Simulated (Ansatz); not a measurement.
Ansatz (an electronic-structure program) input for HOSn, SMILES [OH][Sn] (connectivity only; charge and spin as stated), neutral, multiplicity 2, r2SCAN-D4/def2-TZVP. 

Ansatz 0.2 input:
```yaml
crystal:
  periodic: [false, false, false]
  atoms:
    - {symbol: Sn, position_ang: [-0.00382160, -0.32023306, 0.00000000]}
    - {symbol: O, position_ang: [0.10145951, 1.70962926, -0.00000000]}
    - {symbol: H, position_ang: [-0.62059610, 2.33461887, 0.00000000]}
basis:
  gaussian:
    orbitals: def2-TZVP
hamiltonian:
  xc: r2scan
  dispersion: d4
magnetization: {spin_polarized: true, initial_magnetization: 1}
relax: {f_tol: 0.002, max_steps: 200}
```

It prints:

```
WARN ansatz: RAYON_NUM_THREADS=1 ignored (pool sized by the plan → 1); use --threads N
Functional definition: r2SCAN
integrals: 0.02 GiB planned
583 factors; their error is unknown
mean field: 0.25 GiB planned
mean field evaluation 1: about -7889.2175 eV, gradient 4.6e1 eV
mean field evaluation 2: about -7758.2011 eV, gradient 1.3e2 eV
mean field evaluation 4: about -7896.5833 eV, gradient 8.0e0 eV
mean field evaluation 8: about -7896.7742 eV, gradient 5.4e-2 eV
mean field evaluation 16: about -7896.7685 eV, gradient 3.9e-5 eV
mean field evaluation 32: about -7896.5508 eV, gradient 3.1e-6 eV
mean field -7896.76853453 eV, -290.2008910222 hartree, gradient 1.2e-6 eV, S^2 0.756233; 4 other end points of the search recorded, 0 dependent functions left out
the calculation of the forces begins
reference -7896.76855177 eV, -290.2008916556 hartree; 16, 15 occupied and 71, 72 virtual orbitals, 583 factors
relax step   1: F+E_penalty+E_count = -7896.77590664 eV  Δ(F+E_penalty+E_count) = +0.000e0 eV  max|allowed force component| = 1.008e0 eV/Å  Δτ_max = 0.0000 Å  (111 SCF iters, accepted)
these checks for a lower state are left out or cut short: starts, cluster_reference, orbital_swaps, neighbouring_geometries, increment
integrals: 0.02 GiB planned
583 factors; their error is unknown
mean field: 0.25 GiB planned
mean field -7896.82951924 eV, -290.2031321688 hartree, gradient 1.1e-5 eV, S^2 0.756251; 0 other end points of the search recorded, 0 dependent functions left out
the calculation of the forces begins
reference -7896.82953638 eV, -290.2031327985 hartree; 16, 15 occupied and 71, 72 virtual orbitals, 583 factors
relax step   2: F+E_penalty+E_count = -7896.83692105 eV  Δ(F+E_penalty+E_count) = -6.101e-2 eV  max|allowed force component| = 2.222e-1 eV/Å  Δτ_max = 0.0637 Å  (41 SCF iters, accepted)
these checks for a lower state are left out or cut short: starts, cluster_reference, orbital_swaps, neighbouring_geometries, increment
integrals: 0.02 GiB planned
583 factors; their error is unknown
mean field: 0.25 GiB planned
mean field evaluation 64: about -7896.8381 eV, gradient 1.4e-5 eV
mean field -7896.83807570 eV, -290.2034466129 hartree, gradient 6.5e-6 eV, S^2 0.756284; 0 other end points of the search recorded, 0 dependent functions left out
the calculation of the forces begins
reference -7896.83809279 eV, -290.2034472411 hartree; 16, 15 occupied and 71, 72 virtual orbitals, 583 factors
relax step   3: F+E_penalty+E_count = -7896.84547861 eV  Δ(F+E_penalty+E_count) = -8.558e-3 eV  max|allowed force component| = 2.262e-1 eV/Å  Δτ_max = 0.0330 Å  (43 SCF iters, accepted)
these checks for a lower state are left out or cut short: starts, cluster_reference, orbital_swaps, neighbouring_geometries, increment
integrals: 0.02 GiB planned
583 factors; their error is unknown
mean field: 0.25 GiB planned
mean field -7896.83836889 eV, -290.2034573875 hartree, gradient 9.7e-6 eV, S^2 0.756306; 0 other end points of the search recorded, 0 dependent functions left out
the calculation of the forces begins
reference -7896.83838596 eV, -290.2034580149 hartree; 16, 15 occupied and 71, 72 virtual orbitals, 583 factors
relax step   4: F+E_penalty+E_count = -7896.84576157 eV  Δ(F+E_penalty+E_count) = -2.830e-4 eV  max|allowed force component| = 3.122e-1 eV/Å  Δτ_max = 0.0178 Å  (42 SCF iters, accepted)
these checks for a lower state are left out or cut short: starts, cluster_reference, orbital_swaps, neighbouring_geometries, increment
integrals: 0.02 GiB planned
583 factors; their error is unknown
mean field: 0.25 GiB planned
mean field -7896.83981702 eV, -290.2035106052 hartree, gradient 1.6e-5 eV, S^2 0.756304; 0 other end points of the search recorded, 0 dependent functions left out
the calculation of the forces begins
reference -7896.83983410 eV, -290.2035112328 hartree; 16, 15 occupied and 71, 72 virtual orbitals, 583 factors
relax step   5: F+E_penalty+E_count = -7896.84721550 eV  Δ(F+E_penalty+E_count) = -1.454e-3 eV  max|allowed force component| = 5.553e-3 eV/Å  Δτ_max = 0.0042 Å  (41 SCF iters, accepted)
these checks for a lower state are left out or cut short: starts, cluster_reference, orbital_swaps, neighbouring_geometries, increment
integrals: 0.02 GiB planned
583 factors; their error is unknown
mean field: 0.25 GiB planned
mean field -7896.83981853 eV, -290.2035106606 hartree, gradient 1.1e-5 eV, S^2 0.756304; 0 other end points of the search recorded, 0 dependent functions left out
the calculation of the forces begins
reference -7896.83983561 eV, -290.2035112882 hartree; 16, 15 occupied and 71, 72 virtual orbitals, 583 factors
relax step   6: F+E_penalty+E_count = -7896.84721696 eV  Δ(F+E_penalty+E_count) = -1.463e-6 eV  max|allowed force component| = 2.357e-3 eV/Å  Δτ_max = 0.0004 Å  (32 SCF iters, accepted)
these checks for a lower state are left out or cut short: starts, cluster_reference, orbital_swaps, neighbouring_geometries, increment
integrals: 0.02 GiB planned
583 factors; their error is unknown
mean field: 0.25 GiB planned
mean field evaluation 96: about -7896.8398 eV, gradient 4.0e-3 eV
mean field -7896.83981858 eV, -290.2035106625 hartree, gradient 4.6e-6 eV, S^2 0.756304; 0 other end points of the search recorded, 0 dependent functions left out
the calculation of the forces begins
reference -7896.83983566 eV, -290.2035112901 hartree; 16, 15 occupied and 71, 72 virtual orbitals, 583 factors
relax step   7: F+E_penalty+E_count = -7896.84721705 eV  Δ(F+E_penalty+E_count) = -8.875e-8 eV  max|allowed force component| = 8.760e-6 eV/Å  Δτ_max = 0.0001 Å  (30 SCF iters, accepted)
integrals: 0.02 GiB planned
583 factors; their error is unknown
mean field: 0.25 GiB planned
mean field evaluation 128: about -7896.4155 eV, gradient 4.1e0 eV
mean field -7896.83981858 eV, -290.2035106625 hartree, gradient 4.6e-6 eV, S^2 0.756304; 5 other end points of the search recorded, 0 dependent functions left out
the calculation of the forces begins
reference -7896.83983566 eV, -290.2035112901 hartree; 16, 15 occupied and 71, 72 virtual orbitals, 583 factors
Total energy: -7896.84723413 eV, -290.2037831789 hartree
Atom 0 at    -0.046824    -0.240432    -0.000000 Å, force    -0.000003     0.000002     0.000000 eV/Å
Atom 1 at     0.176755     1.736474     0.000000 Å, force     0.000009     0.000003    -0.000000 eV/Å
Atom 2 at    -0.652890     2.227973    -0.000000 Å, force    -0.000006    -0.000005     0.000000 eV/Å
Dipole moment:    -0.287441    -0.158503    -0.000000 e Å
```

The calculation finished and met its thresholds.
